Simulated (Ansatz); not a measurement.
Li₅Si (the lowest doublet isomer of a short search), 6 atoms. Hardware: 4 threads of Intel Xeon 6975P-C on a shared host.

Problem. How many basis functions does each of these Ansatz runs have, and roughly what does it cost? B3LYP-D4/6-31G, charge 0 doublet, energy; r2SCAN-D4/def2-TZVPD, charge 0 doublet, energy, from earlier orbitals; HSE06-D4/def2-TZVP, charge 0 doublet, energy, from earlier orbitals; PBE0-D4/def2-TZVP, charge 1 singlet at the geometry of the charge 0 doublet, energy; PBE0-D4/def2-TZVPD, charge -1 triplet at the geometry of the charge 0 doublet, energy; B97M-V/def2-TZVP, charge 0 doublet, energy, from earlier orbitals; PBE-D4/def2-SVP, charge 0 doublet, energy, from earlier orbitals; r2SCAN-D4/def2-TZVP, charge 1 singlet at the geometry of the charge 0 doublet, energy, from earlier orbitals; PBE0-D4/def2-TZVP, charge 1 triplet at the geometry of the charge 0 doublet, energy; PBE-D4/def2-TZVPD, charge 0 doublet, energy, from earlier orbitals; PBE-D4/def2-TZVP, charge 1 triplet at the geometry of the charge 0 doublet, energy, from earlier orbitals; BLYP-D4/def2-TZVP, charge 0 doublet, energy, from earlier orbitals.

Solution. Other jobs shared the machine, so times can vary by a factor of up to 3. A dash marks memory too small to be measured apart from the calling script's.

```json
{"run": "PBE0-D4/def2-TZVP, charge 1 singlet at the geometry of the charge 0 doublet, energy", "functions": "107", "fitting or Cholesky vectors": "913", "wall time": "0.5 s", "peak host memory (GiB)": "–"}
{"run": "PBE-D4/def2-SVP, charge 0 doublet, energy, from earlier orbitals", "functions": "63", "fitting or Cholesky vectors": "876", "wall time": "0.65 s", "peak host memory (GiB)": "–"}
{"run": "BLYP-D4/def2-TZVP, charge 0 doublet, energy, from earlier orbitals", "functions": "107", "fitting or Cholesky vectors": "897", "wall time": "0.85 s", "peak host memory (GiB)": "–"}
{"run": "PBE-D4/def2-TZVP, charge 1 triplet at the geometry of the charge 0 doublet, energy, from earlier orbitals", "functions": "107", "fitting or Cholesky vectors": "897", "wall time": "0.85 s", "peak host memory (GiB)": "–"}
{"run": "HSE06-D4/def2-TZVP, charge 0 doublet, energy, from earlier orbitals", "functions": "107", "fitting or Cholesky vectors": "913", "wall time": "0.95 s", "peak host memory (GiB)": "–"}
{"run": "r2SCAN-D4/def2-TZVP, charge 1 singlet at the geometry of the charge 0 doublet, energy, from earlier orbitals", "functions": "107", "fitting or Cholesky vectors": "897", "wall time": "0.95 s", "peak host memory (GiB)": "–"}
{"run": "B3LYP-D4/6-31G, charge 0 doublet, energy", "functions": "58", "fitting or Cholesky vectors": "770", "wall time": "1 s", "peak host memory (GiB)": "–"}
{"run": "PBE-D4/def2-TZVPD, charge 0 doublet, energy, from earlier orbitals", "functions": "128", "fitting or Cholesky vectors": "1100", "wall time": "1.1 s", "peak host memory (GiB)": "–"}
{"run": "PBE0-D4/def2-TZVP, charge 1 triplet at the geometry of the charge 0 doublet, energy", "functions": "107", "fitting or Cholesky vectors": "913", "wall time": "1.3 s", "peak host memory (GiB)": "–"}
{"run": "r2SCAN-D4/def2-TZVPD, charge 0 doublet, energy, from earlier orbitals", "functions": "128", "fitting or Cholesky vectors": "1100", "wall time": "2.1 s", "peak host memory (GiB)": "–"}
{"run": "PBE0-D4/def2-TZVPD, charge -1 triplet at the geometry of the charge 0 doublet, energy", "functions": "128", "fitting or Cholesky vectors": "1121", "wall time": "2.5 s", "peak host memory (GiB)": "–"}
{"run": "B97M-V/def2-TZVP, charge 0 doublet, energy, from earlier orbitals", "functions": "107", "fitting or Cholesky vectors": "897", "wall time": "3 s", "peak host memory (GiB)": "–"}
```
